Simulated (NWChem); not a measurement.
Molecule: CaO; SMILES [O]=[Ca]

```xyz
2

Ca     0.0000     0.0000    -0.5818
O      0.0000     0.0000     1.4544
```
Atoms are numbered in this order, from 1.

Program: NWChem. All runs use the structure optimised with B3LYP/6-31G* (spherical d).

### Question
Predict the results for HCTH/407/def2-SVP. Quantities: highest occupied level (eV); orbital gap (eV); dipole (D).

### Answer
The highest occupied level (eV) is -3.54, the orbital gap (eV) is 0.68 and the dipole (D) comes out as 7.93.
